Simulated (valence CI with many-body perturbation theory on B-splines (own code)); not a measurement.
## Level structure of Ru⁵⁺

Computed by configuration interaction combined with many-body perturbation theory (CI+MBPT): three valence electrons over a frozen Dirac-Fock core [Kr], a basis of 9 s, 9 p, 10 d, 8 f, 5 g, 3 h, 1 i functions for each j, with the one-electron correlation potential Σ1 (screened to all orders), the two-electron term Σ2, the three-electron term Σ3, Breit, model QED; selected single and double excitations, second order for the rest, scaled by the run's own slope (own B-spline code, finite nucleus).

No measured levels were compared; by estimate terms of the open shell hold to 2 to 4 % of their energy, and close levels can change places; different configurations can be misplaced against each other by 1,000 to 8,000 cm⁻¹. Core correlation moves these levels by up to 17000 cm⁻¹, and in measured spectra 5 to 20 % of such shifts remained as error; rates that hang on mixing are uncertain with them.

Levels 46 to 73 of 73, with energies above the lowest level, 4d3 4F_3/2. "Leading %" is the weight of the configuration and term that name the level; weights of strongly mixed levels are sums over their largest components and can fall short. In the jj column 3d3/2^4 stands for four electrons in 3d with j = 3/2. Lifetimes count E1, E2, E3, M1 and M2 decay at the calculated energies, and are blank where another channel may lead or the interval is too uncertain; long ones can be off by a factor of two.

```csv
No.,Configuration,Term,J,E (cm⁻¹),Leading %,Lifetime,Leading jj,g
46,4d2 5p,4D°,3/2,230480,63,100 ps,4d3/2 4d5/2 5p3/2 (64 %),1.066
47,4d2 5p,4F°,9/2,230590,63,139 ps,4d3/2 4d5/2 5p3/2 (69 %),1.267
48,4d2 5p,4D°,5/2,231110,72,97.5 ps,4d3/2 4d5/2 5p3/2 (78 %),1.242
49,4d2 5p,2S°,1/2,231880,87,141 ps,4d3/2 4d5/2 5p1/2 (43 %),1.970
50,4d2 5p,4G°,11/2,231970,99,506 ps,4d5/2^2 5p3/2 (72 %),1.272
51,4d2 5p,2D°,5/2,232790,60,143 ps,4d5/2^2 5p3/2 (48 %),1.129
52,4d2 5p,2G°,7/2,233580,49,132 ps,4d3/2 4d5/2 5p3/2 (51 %),1.068
53,4d2 5p,2G°,7/2,233880,39,106 ps,4d3/2 4d5/2 5p3/2 (50 %),1.139
54,4d2 5p,4S°,3/2,235240,65,89.1 ps,4d3/2 4d5/2 5p1/2 (51 %),1.758
55,4d2 5p,2G°,9/2,236670,75,119 ps,4d5/2^2 5p3/2 (65 %),1.146
56,4d2 5p,4D°,1/2,238130,95,253 ps,4d3/2^2 5p1/2 (34 %),0.025
57,4d2 5p,2P°,3/2,238720,39,107 ps,4d5/2^2 5p1/2 (39 %),1.387
58,4d2 5p,2F°,5/2,239340,79,91.9 ps,4d5/2^2 5p1/2 (33 %),0.936
59,4d2 5p,4D°,3/2,240000,80,200 ps,4d3/2 4d5/2 5p1/2 (36 %),1.230
60,4d2 5p,2G°,7/2,240910,59,82.4 ps,4d3/2 4d5/2 5p1/2 (36 %),1.006
61,4d2 5p,2P°,1/2,242270,77,105 ps,4d3/2 4d5/2 5p3/2 (42 %),1.016
62,4d2 5p,4D°,5/2,242290,80,196 ps,4d3/2 4d5/2 5p3/2 (47 %),1.320
63,4d2 5p,2G°,9/2,242790,86,73.0 ps,4d5/2^2 5p1/2 (38 %),1.085
64,4d2 5p,4D°,7/2,243960,45,106 ps,4d3/2 4d5/2 5p3/2 (59 %),1.204
65,4d2 5p,2D°,3/2,244360,38,141 ps,4d3/2 4d5/2 5p3/2 (35 %),1.259
66,4d2 5p,4P°,1/2,245010,73,155 ps,4d5/2^2 5p3/2 (44 %),2.263
67,4d2 5p,2D°,5/2,245370,52,155 ps,4d3/2 4d5/2 5p3/2 (74 %),1.331
68,4d2 5p,4P°,3/2,245690,58,162 ps,4d3/2 4d5/2 5p3/2 (43 %),1.397
69,4d2 5p,4D°,7/2,246510,50,115 ps,4d5/2^2 5p3/2 (84 %),1.260
70,4d2 5p,2H°,9/2,248210,82,173 ps,4d3/2 4d5/2 5p3/2 (51 %),0.944
71,4d2 5p,4P°,5/2,248460,52,131 ps,4d5/2^2 5p3/2 (45 %),1.409
72,4d2 5p,2D°,3/2,250800,83,83.2 ps,4d3/2 4d5/2 5p3/2 (44 %),0.883
73,4d2 5p,2H°,11/2,251480,98,202 ps,4d3/2 4d5/2 5p3/2 (72 %),1.092
```

Names give the largest LS component (configuration and term), which can be under half, so a name can repeat, a term be missing and a line seem to break the LS rules; names also repeat where a configuration has a term twice.

Where two levels of one J and parity lie close, their mixing, g and order are uncertain.
